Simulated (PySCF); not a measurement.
Molecule: `Clc1ccccn1`, C₅H₄ClN.

Cartesian coordinates in Å; atom numbers follow the order of the lines, from 1:
```xyz
11

Cl    4.1273   -2.3821   -0.8084
C     2.6042   -1.5489   -0.7414
C     2.6108   -0.1511   -0.6853
C     1.3785    0.4885   -0.6335
C     0.2128   -0.2780   -0.6394
C     0.3395   -1.6629   -0.6976
N     1.5163   -2.2864   -0.7480
H     3.5526    0.3984   -0.6833
H     1.3297    1.5792   -0.5890
H    -0.7737    0.1874   -0.5999
H    -0.5485   -2.3045   -0.7043
```

Geometry PBE0-D3(BJ)/def2-SVP throughout; GIAO in PySCF 2.14, gas phase, one conformer, non-relativistic; equivalent atoms averaged; functional PBE0.

For orientation, pcSseg-0 gives these shifts δ (against HCl, TMS, NH3 at the same level): Cl1 292.0, C6 162.1, C4 147.3, C3 135.5, C5 132.4, N7 369.4, H11 8.83, H9 7.55, H10 7.15 ppm.

A run gave: Cl1 317.5, C6 153.5, C4 141.2, C3 128.4, C5 124.3, N7 338.7, H11 8.63, H9 7.71, H10 7.24 ppm (shifts δ (against HCl, TMS, NH3 at the same level)).

Problem. Which basis set was used in that run?
A. 6-311+G(2d,p)
B. cc-pVDZ
C. cc-pVTZ
D. aug-cc-pVDZ
E. def2-SVP

Solution. A. Cl1 tells them apart best: 6-311+G(2d,p) gives 317.5, aug-cc-pVDZ gives 289.0, def2-SVP gives 274.8, cc-pVDZ gives 272.6, cc-pVTZ gives 296.0 ppm.
